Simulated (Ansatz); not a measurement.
ClFH$_{2}$O$_{2}$Sn (`[OH][Sn]([OH])([F])[Cl]`) at its PBE0-D4/def2-TZVP geometry, where that method's forces vanish. Charge 0, multiplicity 1. Sn takes the def2 core potential.

| atom | x (Å) | y (Å) | z (Å) |
| --- | --- | --- | --- |
| O1 | -0.317 | -0.821 | -1.389 |
| Sn2 | -0.210 | 0.113 | 0.302 |
| O3 | 1.595 | -0.007 | 0.967 |
| F4 | -0.682 | 1.921 | -0.059 |
| Cl5 | -1.650 | -0.630 | 1.905 |
| H6 | -0.971 | -0.445 | -1.985 |
| H7 | 2.235 | -0.131 | 0.259 |

**Question.** For each bond, give half the difference of the two atoms' forces along it (eV/Å; positive pushes the atoms apart) under PBE-D4, r2SCAN-D4, B3LYP-D4, ωB97M-V in def2-TZVPP. (Estimate.)

**Answer.** Computed: 
```
   bond  length (Å)  PBE-D4  r2SCAN-D4  B3LYP-D4  ωB97M-V
 O1–Sn2       1.934    0.28       0.09      0.17     0.00
  O1–H6       0.962    0.35       0.03     -0.04    -0.05
 Sn2–O3       1.927    0.31       0.12      0.18     0.00
 Sn2–F4       1.904    0.42       0.06      0.20     0.02
Sn2–Cl5       2.280    0.12       0.06      0.15    -0.05
  O3–H7       0.962    0.36       0.03     -0.04    -0.05
```

B3LYP here is the variant with VWN-RPA as its local correlation; programs differ in this.
